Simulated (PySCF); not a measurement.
Radial density of Cs⁻ (caesium, charge -1)

UHF, [Xe] 6s2, closed-shell 1S. Computed with PySCF 2.14 in aug-cc-pVQZ-X2C, with the spin-free X2C one-electron Hamiltonian (Gaussian nucleus).

```json
{"r (bohr)": "0.0267", "4πr²ρ (e/bohr)": "66.05"}
{"r (bohr)": "0.0449", "4πr²ρ (e/bohr)": "67.10"}
{"r (bohr)": "0.0755", "4πr²ρ (e/bohr)": "93.02"}
{"r (bohr)": "0.127", "4πr²ρ (e/bohr)": "71.75"}
{"r (bohr)": "0.214", "4πr²ρ (e/bohr)": "78.51"}
{"r (bohr)": "0.359", "4πr²ρ (e/bohr)": "42.34"}
{"r (bohr)": "0.605", "4πr²ρ (e/bohr)": "30.89"}
{"r (bohr)": "1.02", "4πr²ρ (e/bohr)": "14.92"}
{"r (bohr)": "1.71", "4πr²ρ (e/bohr)": "6.019"}
{"r (bohr)": "2.88", "4πr²ρ (e/bohr)": "1.649"}
{"r (bohr)": "4.84", "4πr²ρ (e/bohr)": "0.2825"}
{"r (bohr)": "8.14", "4πr²ρ (e/bohr)": "0.2053"}
{"r (bohr)": "13.7", "4πr²ρ (e/bohr)": "0.05738"}
{"r (bohr)": "23.0", "4πr²ρ (e/bohr)": "0.003661"}
```

Densities and radii are taken from the X2C orbitals without a picture-change correction, which distorts them close to the nucleus.

Spin-orbit coupling, which splits the p, d and f shells strongly at this Z, is absent. The outer electron is barely bound at this level, so radii and moments hang on the diffuse functions.
